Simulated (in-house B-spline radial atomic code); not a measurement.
Values are calculated unless marked as measured or tabulated.
# Co in an electron gas of r_s = 1.8: phase shifts, screening and friction

A nucleus sits in a uniform electron gas with a rigid positive background. The Kohn-Sham equations are solved self-consistently in the spin-unpolarised LDA (PW92), non-relativistic, on B-splines with outgoing waves at the boundary and partial waves to l = 8. The model has no lattice, no bands and no magnetic solution. Atomic units; δ_l are the phase shifts at the Fermi level, counted so that each bound state adds π, and good to about 0.0005.

The density parameter is r_s = 1.8 bohr.

```
l  δ_l (rad)
0     8.9828
1     6.3836
2     2.7564
3     0.0495
4     0.0118
5     0.0024
6     0.0005
7    -0.0001
8    -0.0001
```

Bound levels below the band bottom (hartree): s -274.8, s -31.5, p -27.27, s -2.862, p -1.61.

(1) Check the Friedel sum rule, and say where the screening charge sits.

(2) Find the transport cross section and the electronic stopping of a 1 keV Co ion (mass 58.93 u).

Results:

(1) k_F = (9π/4)^(1/3)/r_s = 1.06620. The rule is Z = (2/π) Σ (2l + 1) δ_l. The terms are s 5.719, p 12.192, d 8.774, f 0.221 and 0.087 beyond, in all 26.991 against Z = 27. Bound states hold 6 s, 12 p, 0 d electrons, so the scattering states carry 8.99 in all; where a term is smaller than its bound count, the bound level has drawn weight out of the band.

(2) σ_tr = (4π/k_F²) Σ (l + 1) sin²(δ_l − δ_(l+1)). The terms for l = 0 to 3 are 0.2664, 0.4357, 0.5321, 0.0057, all together 1.2404, so σ_tr = 11.054 × 1.2404 = 13.711 bohr². With n = 3/(4π r_s³) = 0.04093, the friction coefficient is Q = n k_F σ_tr = 0.5984. For v well below v_F = 1.066, dE/dx = Q v; with 24801 eV per u at v = 1, v = √(1000/(24801 × 58.93)) = 0.0262, so dE/dx = 0.01565 hartree/bohr = 8.05 eV/nm. The largest term couples the d and f waves.
